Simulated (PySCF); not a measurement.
Relaxation of sextet RuOF

Computed with UPBE0 in PySCF with Ru def2-TZVP with ECP28, O def2-TZVP, F def2-TZVP; scalar-relativistic core potentials, no spin–orbit coupling; density-fitted integrals. A (50,194) grid was used.

A start displaced from a saddle point along its imaginary mode, of Cs symmetry, held to at least that symmetry:

```xyz
3
charge 0 multiplicity 6, angstrom
Ru   -0.0747    0.0000   -0.0641
O     0.2500    0.0000   -1.8166
F     0.1904    0.0000    1.8733
```

Task: What forces act on the atoms at the start (eV/Å)?

Result: 
```tsv
atom	Fx	Fy	Fz
Ru1	0.29	0.00	-0.55
O2	-0.21	0.00	1.09
F3	-0.08	0.00	-0.54
```

Task: What does it relax to?

Result: It ends at Cs with Ru–F 1.932 Å, Ru–O 1.752 Å; F–Ru–O 161.8°. No frequency check is given, so it may be a saddle point. Other isomers or separated fragments may lie lower.

Task: How much energy is released, and in how many steps?

Result: 2.3 kJ/mol in 3 steps.

Open d and f shells are described by one determinant, and the ground state may have another occupation or spin. At this level a doublet minimum of Cs symmetry lies 71 kJ/mol below this structure.
